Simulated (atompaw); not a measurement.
Pt: one change to a PAW (atompaw) potential, before and after

- Element: platinum
- Generator: atompaw 4.2.0.5
- Type: PAW
- Functional: LDA (PW92)
- Relativity: scalar-relativistic
- Frozen core: [Kr] 4d10 4f14
- Valence charge: 18
- Reference configuration: 5s2 5p6 5d9 6s1 6p0
- Partial waves: 5s (bound): rc 1.45 bohr; 6s (bound): rc 1.45 bohr; 5p (bound): rc 1.20 bohr; 6p (bound, empty): rc 1.90 bohr; 5d (bound): rc 1.90 bohr; 5d channel at 0.9 Ry: rc 1.90 bohr
- Local potential: bessel scheme, radius 1.75 bohr
- Core correction: smooth core density matched at 1.15 bohr
- Augmentation charge: sinc compensation charge, radius 1.55 bohr; PAW radius 1.90 bohr; waves and projectors: custom rrkj gramschmidtortho

All-electron outer shells of the reference configuration (LDA (PW92), scalar-relativistic, ld1.x):

| shell | level (eV) | outermost node (bohr) | outermost maximum (bohr) |
| --- | --- | --- | --- |
| 4d | -306.78 | 0.20 | 0.42 |
| 5s | -102.20 | 0.49 | 0.87 |
| 4f | -70.50 | – | 0.38 |
| 5p | -56.29 | 0.53 | 0.98 |
| 5d | -6.38 | 0.57 | 1.26 |
| 6s | -5.96 | 1.14 | 2.38 |
| 6p | -0.96 | 1.36 | 3.55 |

Change: local potential bessel scheme, radius 1.10 bohr.

Cutoffs: the cutoffs (Ry, on a coarse ladder) from which the occupation-weighted sum of valence levels, in a spherical-Bessel basis at the reference potential, stays within 10 and 1 mRy of its value at 400 Ry; they do not see the model core or the augmentation charge, which bear on the density cutoff.

Question: What does the change do?

Answer: The potential gets neither clearly harder nor softer (55 Ry and 110 Ry → 55 Ry and 110 Ry); a bound ghost appears in d, which as a rule spoils a file; the range in which the p phases agree narrows (upper end at the end of the scan → 2.7). A state that the projectors do not describe sees the local part alone, so a deeper or shallower local part can create or remove a ghost.

| quantity | base | changed |
| --- | --- | --- |
| cutoff, loose | 55 Ry | 55 Ry |
| cutoff, tight | 110 Ry | 110 Ry |
| loose cutoff by channel (10 mRy a level) | s 30 Ry, p 45 Ry, d 25 Ry | s 25 Ry, p 40 Ry, d 25 Ry |
| bound ghosts | none | d |
| s: phases at 1.90 bohr within 0.05 rad from the reference energy up to (Ry; the scan ends near 5) | to the end of the scan | 4.0 |
| p: phases at 1.90 bohr within 0.05 rad from the reference energy up to (Ry; the scan ends near 5) | to the end of the scan | 2.7 |
| d: phases at 1.90 bohr within 0.05 rad from the reference energy up to (Ry; the scan ends near 5) | to the end of the scan | to the end of the scan |
| lowest overlap eigenvalue by channel | s 0.15, p 0.02, d 0.90 | s 0.24, p 0.04, d 0.87 |

 A true bound ghost makes a file unfit for plane-wave use even where its test errors are small: the radial tests pick states by their node count and pass the ghost by. The cutoffs see the waves, projectors and local potential, not the compensation charge or the core.
